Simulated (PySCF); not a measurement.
Cl2F2Ge.

```xyz
5

F      0.0000    -1.3720     1.2880
Ge     0.0000     0.0000     0.2527
F      0.0000     1.3720     1.2880
Cl    -1.7696     0.0000    -0.9197
Cl     1.7696     0.0000    -0.9197
```
Charge 0, spin multiplicity 1.

Coordinates come from a B3LYP-D3(BJ)/def2-SVP optimisation.

Computed with KT2/pcSseg-1 in PySCF. Non-relativistic, no solvent.

Computed absolute GIAO shielding of each atom: isotropic value and principal components (ppm):
| atom | σ(iso) | σ11 | σ22 | σ33 | span |
|---|---|---|---|---|---|
| F1 | 232.4 | 164.9 | 170.2 | 362.1 | 197.2 |
| Ge2 | 1306.0 | 1255.5 | 1289.9 | 1372.4 | 116.9 |
| F3 | 232.4 | 164.9 | 170.2 | 362.1 | 197.2 |
| Cl4 | 765.1 | 612.1 | 643.0 | 1040.1 | 428.0 |
| Cl5 | 765.1 | 612.1 | 643.0 | 1040.1 | 428.0 |
